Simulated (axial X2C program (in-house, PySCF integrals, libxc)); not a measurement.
# Low determinants of WGe at the PBE0 level, two-component

Calculated with an in-house relativistic program for diatomic molecules. Two-component (2c) means X2C with spin–orbit coupling and atomic mean-field two-electron Coulomb and Gaunt terms. Basis: W dyall-cv3z [13s14p9d7f4g], Ge dyall-cv3z [9s9p7d4f1g] (cores contracted in-house); Gaussian nuclei, density fitting, unrestricted open shells. Masses: W 183.951 u, Ge 73.921 u.

Search at 2.400 Å (vertical energies from the lowest determinant):

| ΔE (eV) | state | electrons beyond evenly filled partner blocks | electrons in ±ω = 1/2, 3/2, 5/2, 7/2 |
| --- | --- | --- | --- |
| 0.00 | Ω = 3 | ω = 1/2, ω = 5/2 | 63 30 11 2 |
| 0.16 | Ω = 1 | ω = -3/2, ω = 5/2 | 62 31 11 2 |
| 0.38 | Ω = 1 | ω = -1/2, ω = 3/2 | 63 31 10 2 |
| 0.56 | Ω = 0 | ω = -1/2, 2 × ω = 3/2, ω = -5/2 | 63 30 11 2 |
| 0.65 | Ω = 2 | ω = -1/2, ω = 5/2 | 63 30 11 2 |
| 0.67 | Ω = 2 | 2 × ω = 1/2, ω = -3/2, ω = 5/2 | 62 31 11 2 |
| 0.92 | Ω = 4 | ω = 3/2, ω = 5/2 | 62 31 11 2 |

Lowest determinant, Ω = 3 (⟨Sz⟩ = 1.97, ⟨Lz⟩ = 1.03 at PBE0): Re = 2.386 Å, ωe = 246.3 cm⁻¹.

The determinant in row 2 of the search, Ω = 1 (⟨Sz⟩ = 1.97, ⟨Lz⟩ = -0.97 at PBE0), was followed along the bond at PBE0; measured from the minimum of the lowest determinant it gives:

Te = 0.157 eV (1265 cm⁻¹), Re = 2.397 Å, ωe = 243.1 cm⁻¹.

Task: Compare the bond of the determinant in row 2 with that of the lowest one.

Result: At PBE0 its Re is 0.011 Å longer and its force constant, which goes as ωe², is 0.97 times that of the lowest determinant. T0 ≈ Te + Δωe/2 = 1265 + (-2) = 1263 cm⁻¹.

The search compares states at one distance, so a state with another bond length can lie lower; it is not exhaustive and yields mostly the lowest determinant of each block pattern, so other components and higher states of one pattern are missing. These are energies of single determinants, not of spin-adapted states; PBE0 term energies can be off by some tenths of an eV, and the functional has no current term. Open-shell Ω = 0 determinants with evenly filled partner blocks cannot be reached by this program, so the Ω shown need not be the lowest component. The lowest determinant need not be the ground state where others lie within half an eV.
